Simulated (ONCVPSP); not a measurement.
**What one change does to a pseudopotential (Mo (Z = 42), ONCV)**

ONCVPSP 4.0.1 input, shortened (lines: element, Z, core and valence counts, functional; n l f; lmax; l rc ep ncon nbas qcut; lloc lpopt rc5 dvloc0; l nproj debl; icmod fcfact rcfact), PBE, fully relativistic:

```
  Mo 42.00    6    5        4      upf
    1    0    2.00
    2    0    2.00
    2    1    6.00
    3    0    2.00
    3    1    6.00
    3    2   10.00
    4    0    2.00
    4    1    6.00
    4    2    5.00
    5    0    0.50
    5    1    0.50
    2
    0    2.00    0.00    3    6    7.80
    1    2.40    0.00    4    8    6.20
    2    2.60    0.00    4    8    7.30
    4    3    1.85    3.00
    0    2    0.50
    1    3    0.40
    2    2    2.60
    0    0.00    0.00
```

Open shells are filled in proportion to 2j + 1.

All-electron outer shells of the reference configuration (PBE, scalar-relativistic, ld1.x):

```json
{"shell": "3p", "level (eV)": "-379.93", "outermost node (bohr)": "0.17", "outermost maximum (bohr)": "0.38"}
{"shell": "3d", "level (eV)": "-221.66", "outermost node (bohr)": "–", "outermost maximum (bohr)": "0.32"}
{"shell": "4s", "level (eV)": "-65.05", "outermost node (bohr)": "0.51", "outermost maximum (bohr)": "0.99"}
{"shell": "4p", "level (eV)": "-39.20", "outermost node (bohr)": "0.52", "outermost maximum (bohr)": "1.08"}
{"shell": "5s", "level (eV)": "-4.56", "outermost node (bohr)": "1.34", "outermost maximum (bohr)": "2.93"}
{"shell": "4d", "level (eV)": "-4.42", "outermost node (bohr)": "0.53", "outermost maximum (bohr)": "1.38"}
{"shell": "5p", "level (eV)": "-1.42", "outermost node (bohr)": "1.54", "outermost maximum (bohr)": "4.05"}
```

Change: p: rc 3.3.

Cutoffs: the cutoffs (Ha) at which the residual kinetic energy of the hardest occupied pseudo-wave falls to 1 and 0.1 mHa per electron; they do not see the model core or the augmentation charge, which bear on the density cutoff. Errors are all-electron minus pseudo energies relative to the spin-unpolarised reference configuration.

Question: Predict the effect on cutoff, ghosts and configuration errors.

Answer: The potential gets neither clearly harder nor softer (15 Ha and 19 Ha → 15 Ha and 19 Ha); the d channel sets the loose cutoff, while the largest relative change is in p, which becomes softer; of the 4 tests that both files solve, the error grows in 2 and shrinks in 1 by more than 15 % and 0.3 meV (median size 0.7 → 0.9 meV); neither file shows a bound ghost.

| quantity | base | changed |
| --- | --- | --- |
| cutoff, loose | 15 Ha | 15 Ha |
| cutoff, tight | 19 Ha | 19 Ha |
| loose cutoff by channel | s 15 Ha, p 12 Ha, d 15 Ha | s 15 Ha, p 9.8 Ha, d 15 Ha |
| bound ghosts | none | none |
| GHOST(+) flags under 300 eV | none | none |
| error for 4s2 4p6 4d5 5s1 5p0, meV [ΔE -1.54 eV] | 0.0 | -0.3 |
| error for 4s2 4p6 4d5 5s0 5p0, meV [ΔE 5.35 eV] | +0.2 | -1.1 |
| error for 4s2 4p6 4d4 5s0 5p0, meV [ΔE 20.81 eV] | +1.7 | -7.6 |
| error for 4s2 4p6 4d6 5s0 5p0, meV [ΔE -0.78 eV] | +1.2 | +0.8 |
| s: phases at 2.03 bohr within 0.05 rad from the reference energy up to (Ha; the scan ends near 5) | 3.8 | 3.8 |
| d5/2: phases at 2.64 bohr within 0.05 rad from the reference energy up to (Ha; the scan ends near 5) | 4.6 | 4.6 |
| d3/2: phases at 2.64 bohr within 0.05 rad from the reference energy up to (Ha; the scan ends near 5) | 4.5 | 4.5 |
